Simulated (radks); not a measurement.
Problem. The mean radii <r> (bohr) of the occupied orbitals of an atom or ion are listed with their occupations. Calculated with a radial shooting solver on a logarithmic mesh with Libxc functionals: Dirac Kohn-Sham, PBE, spin-unpolarised, spherical densities, finite nucleus; Fermi nuclear charge, rms radius of each element as measured or else 0.836 A^(1/3) + 0.57 fm.

| orbital | occ. | <r> |
|---|---|---|
| 1s1/2 | 2 | 0.01932 |
| 2s1/2 | 2 | 0.08125 |
| 2p1/2 | 2 | 0.06740 |
| 2p3/2 | 4 | 0.07502 |
| 3s1/2 | 2 | 0.2122 |
| 3p1/2 | 2 | 0.2020 |
| 3p3/2 | 4 | 0.2162 |
| 3d3/2 | 4 | 0.1898 |
| 3d5/2 | 6 | 0.1942 |
| 4s1/2 | 2 | 0.4779 |
| 4p1/2 | 2 | 0.4851 |
| 4p3/2 | 4 | 0.5177 |
| 4d3/2 | 4 | 0.5411 |
| 4d5/2 | 6 | 0.5526 |
| 5s1/2 | 2 | 1.167 |
| 5p1/2 | 2 | 1.299 |
| 5p3/2 | 4 | 1.402 |
| 4f5/2 | 6 | 0.7091 |
| 4f7/2 | 8 | 0.7234 |

Name the element and its charge. Open shells, if any, fill j = l - 1/2 first.

Solution. Z = 71, lutetium, charge +3: Lu3+ in [Xe] 4f14. The 1s radius gives Z: for a bare nucleus <r> = (2 gamma + 1)/(2Z) with gamma = sqrt(1 - (Z/c)^2), 0.01909 bohr for Z = 71, and screening makes it slightly larger (0.01932 here). The occupations add up to 68, and the charge is Z minus that.
